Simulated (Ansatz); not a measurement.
`O[SiH](O)F` → H₂O + `O[Si]F` at 298.15 K and 1 bar (silylene formation by 1,1-elimination).

Computed with Ansatz on PBE0-D4/def2-TZVP structures; ΔE is electronic, products minus reactants. CBS: def2 TZ/QZ extrapolation, frozen cores. One conformer a species, not always the lowest.

```
     species  CCSD(T)/CBS energy (Eh)  H − E (kJ/mol)  S (J/(mol·K))
`O[SiH](O)F`               -541.19986           122.9          305.6
         H₂O                -76.37685            66.4          188.7
    `O[Si]F`               -464.72370            54.9          266.8
```

H − E and S are ideal-gas, rigid-rotor, harmonic terms from PBE0-D4/def2-TZVP, for one conformer and one mirror image of each species. 1 Eh = 2625.50 kJ/mol, R = 8.31446 J/(mol·K).

Question: By hand: ΔE, ΔH, ΔS and ΔG.

Answer: ΔE = (-76.37685) + (-464.72370) − (-541.19986) = 0.09931 Eh = 260.7 kJ/mol. Δ(H − E) = 66.4 + 54.9 − 122.9 = -1.6, so ΔH = 259.1 kJ/mol. ΔS = 188.7 + 266.8 − 305.6 = 149.9 J/(mol·K). ΔG = 259.1 − 298.15 × (149.9)/1000 = 214.4 kJ/mol.

Question: By hand: the equilibrium constant, and the temperature at which ΔG would vanish if ΔH and ΔS stayed fixed.

Answer: log₁₀ K = −ΔG/(RT ln 10) = -37.6. ΔG = 0 at ΔH/ΔS = 1728 K.

The number of gas molecules changes by +1, which sets the sign of ΔS. A doubt of 5 kJ/mol in ΔE shifts log₁₀ K by 0.9 here. Other conformers and mirror images would add mixing entropy, several J/(mol·K) or more a flexible species. These are equilibria of isolated gas molecules and say nothing of rates. Largest T1 diagnostic: 0.015 (customary marks: 0.02 for closed shells, 0.045 for open ones).
